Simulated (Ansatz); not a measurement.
Gas-phase electronic energies from Ansatz, PBE0-D4/def2-TZVP geometries. CBS: MP2 limit from def2 TZ/QZ plus the TZ coupled-cluster correction, frozen cores. Functionals use def2-TZVPP. B3LYP here is the variant with VWN-RPA as its local correlation; programs differ in this. HSE06 is defined as in plane-wave codes. For Ga, Ge outer-core shells are correlated without core-valence functions, which leaves a few kJ/mol of doubt a bond. Scalar relativity is left out up to krypton. One conformer a species, not always the lowest.

`O[SiH2][S][GeH3]` + `[CH3][GaH2]` → `[GaH2][CH2][GeH3]` + `O[SiH2]S`  (formal exchange of groups at a Ge–S bond)

```
             level  ΔE (kJ/mol)  difference from CCSD(T)/CBS
       LDA (SPW92)         50.0                          0.7
            PBE-D4         55.0                          5.7
         revPBE-D4         55.8                          6.5
           BLYP-D4         55.0                          5.7
         r2SCAN-D4         55.5                          6.2
            B97M-V         57.6                          8.3
          B3LYP-D4         55.5                          6.2
          HSE06-D4         55.8                          6.5
          BHLYP-D4         56.6                          7.3
      CAM-B3LYP-D4         52.6                          3.3
           ωB97X-V         53.4                          4.1
           ωB97M-V         54.1                          4.8
            B2PLYP         52.4                          3.1
          PBE-QIDH         53.3                          4.0
               PBE         53.6                          4.3
            revPBE         53.8                          4.5
              BLYP         52.4                          3.1
            r2SCAN         55.2                          5.9
              PBE0         54.5                          5.2
             B3LYP         53.3                          4.0
           r2SCANh         55.3                          6.0
           r2SCAN0         55.6                          6.3
             HSE06         54.6                          5.3
             BHLYP         54.6                          5.3
         CAM-B3LYP         51.2                          1.9
           LC-ωPBE         51.6                          2.3
RPA@PBE/def2-TZVPP         44.3                         -5.0
       HF/def2-SVP         54.3                          5.0
     CCSD/def2-SVP         47.7                         -1.6
  CCSD(T)/def2-SVP         47.5                         -1.8
     HF/def2-TZVPP         56.0                          6.7
    MP2/def2-TZVPP         50.1                          0.8
SCS-MP2/def2-TZVPP         49.7                          0.4
   CCSD/def2-TZVPP         47.4                         -1.9
CCSD(T)/def2-TZVPP         47.7                         -1.6
    MP2/def2-QZVPP         51.2                          1.9
SCS-MP2/def2-QZVPP         50.8                          1.5
      HF/CBS(def2)         56.2                          6.9
     MP2/CBS(def2)         51.8                          2.5
    CCSD/CBS(def2)         49.0                         -0.3
       CCSD(T)/CBS         49.3                            0
```

Largest T1 diagnostic among the species: 0.012.

In def2-TZVPP, CCSD(T) changes the Hartree–Fock value by −8.3 kJ/mol (the triples alone add +0.3 kJ/mol) and MP2 by −5.8 kJ/mol. Leaving LDA and LC-ωPBE aside and taking each functional with its dispersion term where it has one, the values spread over 5.3 kJ/mol, from B2PLYP to B97M-V. LDA lies −3.7 kJ/mol from PBE without D4.

CCSD(T)/CBS has its own doubt, a few kJ/mol and more with outer-core shells, so smaller differences from it don't rank the levels.
